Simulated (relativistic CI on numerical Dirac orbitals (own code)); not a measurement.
Calculated at this level of theory: Dirac-Coulomb-Breit CI, KLI orbitals optimised for each configuration, model QED (radiative potential, 1s self-energy scaled to tabulated hydrogen-like ionisation energies), unscaled Slater integrals (own radial code, finite nucleus).

The strongest absorption lines from the ground level of an ion, among the configurations computed and to levels below about 407 eV (vacuum wavelength in Å, gf): 31.140 (0.6), 31.254 (0.68), 31.400 (0.74), 31.439 (0.77), 31.927 (0.92), 50.772 (16), 51.073 (8.4), 51.156 (12).

Task: Which ion is it?
A. Hf²⁷⁺
B. Er²³⁺
C. Hf²⁹⁺
D. Yb²⁵⁺

Result: A. Hf²⁷⁺ has 45 electrons and the ground level 4s2 4p6 4d9 2D_5/2; the strongest line goes to 4s2 4p6 4d8 4f 2F°_7/2. The pattern of lines fixes the number of electrons, and along that sequence the line energies rise steadily with the charge (about as its square where n changes within one kind of shell, about linearly where n is kept but much faster in heavy ions where fine structure, which grows about as Z⁴, sets the gap, and irregularly where shells cross), which fixes Z. Configurations outside the model, such as inner-shell arrays, can give stronger lines. At this charge energies of transitions that change n are usually good to better than 1 %, and those within a shell (Δn = 0) to a few per cent.

LS names give the leading component of a level, which can be under half, so a name can repeat, a term be missing and a line seem to break the LS rules.
